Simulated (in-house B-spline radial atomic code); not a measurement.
A fraction x of an electron is moved 2p → 3s in P4+, starting from [Ne] 3s1 and keeping the highest spin. Level of theory: non-relativistic RPBE, spin-polarised, spherical fractional occupations, point nucleus; calculated with an all-electron radial atomic-structure program (B-spline basis).

```tsv
x	E(x) - E(0) (eV)	2p down level (eV)	3s down level (eV)
0	0.0000	-180.456	-
0.125	15.4853	-183.097	-58.194
0.25	?	?	?
0.375	?	?	?
0.5	63.5366	-191.038	-60.044
0.625	80.0234	-193.675	-60.882
0.75	96.7350	-196.306	-61.710
0.875	113.6729	-198.930	-62.518
1	130.8387	-201.549	-63.306
```

Question: What belongs in the row x = 0.25?

Answer: An energy change of 31.2491 eV; 2p down at -185.747 eV, 3s down at -58.523 eV.

Question: What belongs in the row x = 0.375?

Answer: An energy change of 47.2759 eV; 2p down at -188.396 eV, 3s down at -59.226 eV.

Question: Check Janak's theorem between x = 0.5 and 0.625.

Answer: The slope of the energy is 131.89 eV; the orbital levels give 131.89 eV (ε of the receiving orbital less ε of the emptying one, averaged over the two points).
